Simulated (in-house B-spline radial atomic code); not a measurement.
Computed with a B-spline radial atomic code. Model: two electrons, singlet ground state, non-relativistic, full CI in B-splines with partial waves to l = 8 (at full coupling up to 3e-4 hartree above the limit, correlation up to 0.6 % small), density held at that of full coupling by Lieb maximisation.

Along the adiabatic connection the electron repulsion is scaled by a coupling λ while a local potential keeps the density fixed. At λ = 0 the system is the Kohn-Sham one and W equals the exchange energy; the exchange-correlation energy is the area under W between 0 and 1. The kinetic energy rises with λ as the electrons avoid each other, with dT/dλ = −λ dW/dλ.

Command:
```bash
python run_ac.py task.json out
```
Settings (lengths in bohr, energies in hartree):
```
potential              coulomb
strength               3.4
lmax                   8
wall_radius            0.816
```

Time taken, with all properties: 2.4 s on 1 thread of Intel(R) Xeon(R) Processor @ 2.30GHz (shared host).

**W = mean repulsion less Hartree energy, and W of three functionals.**

Given: confinement point charge; nuclear charge 3.4; hard wall radius 0.816 bohr; external potential -Z/r.

Computed: LDA exchange minus exact 397.03 millihartree; SCAN exchange minus exact 10.209 millihartree.

```
coupling  W xc (hartree)  W xc minus exchange (millihartree)  kinetic minus Kohn-Sham (millihartree)  LDA (PW92) W minus its exchange (millihartree)  PBE W minus its exchange (millihartree)  SCAN W minus its exchange (millihartree)
       0         -2.7223                                   0                                       0                                               0                                        0                                         0
    0.02         -2.7242                              -1.884                                       0                                          -14.39                                    -2.44                                     -1.91
    0.05          -2.727                              -4.697                                     0.1                                          -30.39                                    -6.11                                     -4.74
    0.12         -2.7335                             -11.203                                     0.7                                          -60.42                                   -14.67                                    -11.23
    0.25         -2.7454                             -23.077                                     2.9                                         -104.75                                   -30.39                                    -22.95
     0.4         -2.7588                              -36.45                                     7.2                                         -146.81                                   -48.12                                    -36.04
     0.6         -2.7761                             -53.753                                    15.8                                         -194.34                                   -70.98                                    -52.87
     0.8         -2.7928                             -70.479                                    27.5                                         -235.56                                   -92.95                                    -69.06
       1          -2.809                             -86.653                                    42.1                                         -272.34                                  -114.05                                    -84.68
     1.4         -2.8397                             -117.44                                      79                                         -336.44                                  -153.82                                   -114.35
       2               ?                                   ?                                       ?                                               ?                                        ?                                         ?
       3         -2.9452                             -222.93                                   307.6                                         -523.15                                  -286.77                                   -216.39
     4.5               ?                                   ?                                       ?                                               ?                                        ?                                         ?
       7         -3.1257                             -403.37                                  1178.9                                         -793.39                                  -509.19                                   -396.42
      10         -3.2151                             -492.83                                  1932.4                                         -919.72                                  -620.74                                   -489.45
```

Q: What belongs in the row 2?

A: W xc (hartree): -2.8824; W xc minus exchange (millihartree): -160.08; kinetic minus Kohn-Sham (millihartree): 151.2; LDA (PW92) W minus its exchange (millihartree): -416.52; PBE W minus its exchange (millihartree): -208.08; SCAN W minus its exchange (millihartree): -155.44.

Q: What belongs in the row 4.5?

A: W xc (hartree): -3.0241; W xc minus exchange (millihartree): -301.76; kinetic minus Kohn-Sham (millihartree): 601.1; LDA (PW92) W minus its exchange (millihartree): -645.5; PBE W minus its exchange (millihartree): -384.11; SCAN W minus its exchange (millihartree): -293.92.

Q: What is the PBE exchange minus exact?

A: 106.43 millihartree.

**Energy parts, natural occupations and partial-wave weights.**

Computed: total energy -6.3552 hartree; exchange energy -2.7223 hartree; correlation energy -0.04457 hartree; initial slope twice GL2 -0.094339 hartree; kinetic part over minus potential part 0.48565; Kohn-Sham kinetic 18.817 hartree; Lieb Oxford ratio E_xc over LDA exchange 1.1899.

| natural | occupation of the shell (electrons) |
| --- | --- |
| s | 1.9975 |
| p | 0.0020061 |
| s | 0.00030199 |
| d | 0.00010286 |
| p | ? |
| f | 1.3855e-05 |

Q: What belongs in the row p?

A: occupation of the shell (electrons): 3.2509e-05.

```
wave      weight
   s     0.99891
   p           ?
   d  5.4767e-05
   f  7.7208e-06
   g  1.8372e-06
```

Q: What belongs in the row p?

A: weight: 0.0010203.

Q: What is the Hartree energy?

A: 5.4446 hartree.

Q: What is the kinetic part of the DFT correlation energy?

A: 0.042083 hartree.

Half-way to full coupling W has made 52 % of its drop, against 50 % for a straight line, and second-order (GL2) theory, half the initial slope, overshoots the correlation energy by about 6 %: correlation is weak here. Over couplings 0 to 1 the errors in E_xc come to about +280 millihartree for LDA, +92 millihartree for PBE, +11 millihartree for SCAN, so SCAN is nearest. In LDA and PBE the errors of exchange and correlation have opposite signs, so the sum is smaller than the larger of the two.
